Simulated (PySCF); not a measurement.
## Radial density of Ba⁺ (barium, charge +1)

revPBE, [Xe] 5d1, 2D determinant (an excited configuration). Computed with PySCF 2.14 in ANO-RCC-VTZP, with scalar relativity by spin-free X2C-1e.

| r (bohr) | 4πr²ρ (e/bohr) | 4πr²(ρα − ρβ) |
| --- | --- | --- |
| 0.0207 | 72.35 | -0.0004 |
| 0.0348 | 63.55 | -0.0009 |
| 0.0585 | 84.79 | -0.0001 |
| 0.0983 | 88.69 | 0.0095 |
| 0.165 | 71.03 | 0.0191 |
| 0.278 | 70.99 | 0.0014 |
| 0.468 | 27.90 | 0.0269 |
| 0.787 | 27.04 | 0.0272 |
| 1.32 | 8.133 | 0.0448 |
| 2.23 | 3.783 | 0.2930 |
| 3.75 | 0.3906 | 0.1910 |
| 6.30 | 0.07091 | 0.0703 |
| 10.6 | 0.001727 | 0.0017 |

Densities and radii are taken from the X2C orbitals without a picture-change correction, which distorts them close to the nucleus.

Spin-orbit coupling, absent here, splits the open shell strongly.
